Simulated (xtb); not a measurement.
H3OSi, charge +1, singlet, geometry from GFN2-xTB.

The xtb input:
```
$ xtb mol.xyz --gfn 1 --chrg 1 --ohess --json

# file mol.xyz
5

O      0.96806077    -0.29274694    -0.01801030
Si    -0.52671752     0.13783196     0.00849571
H      1.90715119    -0.08140312    -0.00537859
H     -0.91460201     1.53346203     0.09340103
H     -1.36299003    -1.03973089    -0.06287995
```

Q: What does this run give for the HOMO-LUMO gap, total energy at the end of the optimisation?

A: 
```json
{
  "HOMO-LUMO gap": "5.48 eV",
  "total_energy_at_the_end_of_the_optimisation": "-7.7663 Eh"
}
```
